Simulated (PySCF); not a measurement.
A structure optimised at B3LYP-D3(BJ)/def2-TZVP, used in a PySCF frequency run:

```
Te
F 1 1.9073
F 1 1.9073 2 95.11
```
Charge 0, spin multiplicity 1.

Q: Write its SMILES, formula and point group.

A: F[Te]F, F2Te, C2v

Q: What are its rotational constants (standard atomic weights)?

A: 10.418, 6.7138, 4.0827 GHz
